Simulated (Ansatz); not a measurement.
Process, species as SMILES: C1=CCSC1 → S1[CH]C=CC1 + H atom (the C-H bond breaks)

Quantity: bond dissociation energy (enthalpy at 298 K), in kcal/mol. Terms: no dispersion term unless named; non-relativistic; 6-311+G** with 5d, 6d on Na to Ar in Ansatz (a first-principles code); LANL2DZ with its own core potentials from Na on; spin-orbit terms left out; six Cartesian d functions in 6-31G* and its kin unless marked 5d; UHF or UKS for open shells. Ab initio and DFT rows: single points at B3LYP-D3(BJ) geometries (Ansatz), with unscaled harmonic terms from B3LYP/6-31G* (Ansatz) at its own minima.

```csv
level,program,bond dissociation energy (enthalpy at 298 K) (kcal/mol)
B3LYP/STO-3G,Ansatz,98.9
B3LYP/3-21G,Ansatz,82.5
B3LYP/LANL2DZ,Ansatz,80.2
B3LYP/6-31G,Ansatz,79.7
B3LYP/6-31G*,Ansatz,77.2
B3LYP/6-31+G*,Ansatz,76.3
B3LYP/6-31G**,Ansatz,77.8
B3LYP/def2-SVP,Ansatz,74.4
B3LYP/cc-pVDZ,Ansatz,74.8
B3LYP/6-311+G**,Ansatz,76.0
B3LYP/def2-TZVPD,Ansatz,74.9
```

No value to compare with is used here. The 10 habitual levels span 74.4 (B3LYP/def2-SVP) to 98.9 kcal/mol (B3LYP/STO-3G); B3LYP/def2-TZVPD gives 74.9.

The sets are all those run for this method; left out are runs that failed, that the program found above a lower state of the same kind, or whose <S^2> lies over 0.5 above the pure value.
